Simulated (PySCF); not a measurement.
Job file and geometry (Å, from GFN2-xTB) of an NMR shielding run on `[BH3-][S@+](C)[C@@H](C)F`, C$_{3}$H$_{10}$BFS, PySCF, GIAO PBE0/pcSseg-1 NMR shielding, non-relativistic, gas phase; density fitting, a coarse starting grid and PySCF grid level 2 are the driver's defaults:

```
$ OMP_NUM_THREADS=1 python probes_run.py task.json out

{"job": {"kind": "nmr", "xc": "PBE0", "basis": "pcSseg-1"}, "charge": 0, "multiplicity": 1}
B     -1.632318    -0.917240    -0.721874
S     -0.873286    -0.063638     0.889279
C     -0.681629     1.676032     0.393624
C      0.901342    -0.600065     0.881486
C      1.643210    -0.384565    -0.415357
F      1.530318     0.075984     1.897598
H     -2.784678    -0.661391    -0.633125
H     -1.093084    -0.409602    -1.648778
H     -1.384728    -2.066819    -0.569898
H     -0.446941     1.737887    -0.664083
H      0.089519     2.132081     1.006908
H     -1.636500     2.154942     0.585674
H      0.868943    -1.655320     1.172587
H      1.742454     0.676924    -0.628764
H      1.109663    -0.873362    -1.224263
H      2.640117    -0.812905    -0.332425
```

Question: What does the program print?

Answer: 
```
coarse grid: 13256 points
cycle   1  E = -642.6029511844  dE =  4.152e-01  |g| = 5.989e-01  |ddm| = 3.287e+00
cycle   2  E = -642.5653365075  dE =  3.761e-02  |g| = 7.840e-01  |ddm| = 1.065e+00
cycle   3  E = -642.6851315178  dE = -1.198e-01  |g| = 8.829e-02  |ddm| = 5.757e-01
cycle   4  E = -642.6867052257  dE = -1.574e-03  |g| = 3.117e-02  |ddm| = 9.457e-02
cycle   5  E = -642.6869283359  dE = -2.231e-04  |g| = 6.379e-03  |ddm| = 3.221e-02
cycle   6  E = -642.6869384446  dE = -1.011e-05  |g| = 1.339e-03  |ddm| = 9.235e-03
cycle   7  E = -642.6869388409  dE = -3.963e-07  |g| = 3.659e-04  |ddm| = 1.630e-03
final grid: 121904 points
cycle   8  E = -642.7328768168  dE = -5.096e-05  |g| = 9.678e-03  |ddm| = 3.003e-02
cycle   9  E = -642.7328664532  dE =  1.036e-05  |g| = 1.207e-02  |ddm| = 1.595e-02
cycle  10  E = -642.7328995333  dE = -3.308e-05  |g| = 1.177e-03  |ddm| = 9.166e-03
cycle  11  E = -642.7328997991  dE = -2.657e-07  |g| = 2.713e-04  |ddm| = 1.053e-03
cycle  12  E = -642.7328998110  dE = -1.188e-08  |g| = 8.332e-05  |ddm| = 2.668e-04
cycle  13  E = -642.7328998127  dE = -1.715e-09  |g| = 2.127e-05  |ddm| = 1.143e-04
cycle  14  E = -642.7328998128  dE = -1.194e-10  |g| = 4.605e-06  |ddm| = 2.736e-05
converged SCF energy = -642.7328998128

GIAO shielding tensors (ppm)
atom      isotropic    diamagn.    paramagn.     s11        s22        s33       span
  0 B      127.947     192.101     -64.155    107.110    123.094    153.637     46.527
  1 S      441.402    1057.715    -616.313    277.792    418.329    628.086    350.293
  2 C      163.473     253.566     -90.093    140.543    160.163    189.712     49.169
  3 C       81.560     248.491    -166.931     42.182     74.885    127.612     85.430
  4 C      170.717     250.344     -79.627    155.795    170.124    186.233     30.439
  5 F      359.414     474.396    -114.983    288.352    388.840    401.049    112.697
  6 H       29.724      30.303      -0.579     26.235     27.787     35.150      8.915
  7 H       30.391      31.461      -1.069     27.143     29.123     34.907      7.764
  8 H       29.997      30.692      -0.695     26.708     27.447     35.837      9.129
  9 H       29.642      31.639      -1.997     25.590     28.191     35.145      9.555
 10 H       29.337      30.710      -1.373     23.950     27.512     36.550     12.600
 11 H       29.385      29.569      -0.184     24.685     26.281     37.188     12.504
 12 H       26.028      30.715      -4.687     23.669     25.290     29.126      5.457
 13 H       30.299      31.221      -0.922     25.837     30.436     34.624      8.786
 14 H       29.561      30.364      -0.803     23.706     29.977     35.000     11.294
 15 H       30.026      28.400       1.626     25.776     27.131     37.172     11.396
```

Size and cost of the density-fitted run: 159 basis functions, 48 s wall time on 1 thread of an Arm Neoverse N1, shared host; peak memory 0.73 GiB.
